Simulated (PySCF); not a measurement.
# Curvature of the energy in the electron number along the second row, charge +2

Calculated with PySCF 2.14, in def2-TZVP, non-relativistic: one orbital is emptied in steps, and each cell gives the departure of E from the straight line at half an electron, in eV (from a cubic fit). The exact functional gives zero.

```tsv
species	orbital	LDA	PBE0	BHandHLYP	LC-wPBE	UHF
B(2+)	2s alpha	-1.28	-0.99	-0.76	-0.26	0.00
C(2+)	2s beta	-1.64	-1.21	-0.87	-0.45	0.07
N(2+)	2p alpha	-2.33	-1.68	-1.07	-0.97	0.18
O(2+)	2p alpha	-2.63	-1.84	-1.14	-1.19	0.28
F(2+)	2p alpha	-2.92	-2.02	-1.22	-1.44	0.39
Ne(2+)	2p beta	-2.88	-1.98	-1.19	-1.41	0.54
```

Q: How does the mean departure depend on the functional?

A: LDA -2.28 eV; PBE0 -1.62 eV; BHandHLYP -1.04 eV; LC-wPBE -0.95 eV; UHF 0.24 eV. Semilocal functionals are convex (delocalisation error), Hartree-Fock is concave or straight, and exact exchange removes curvature roughly in proportion to its share, so among the functionals the range-separated hybrids usually come closest to zero.
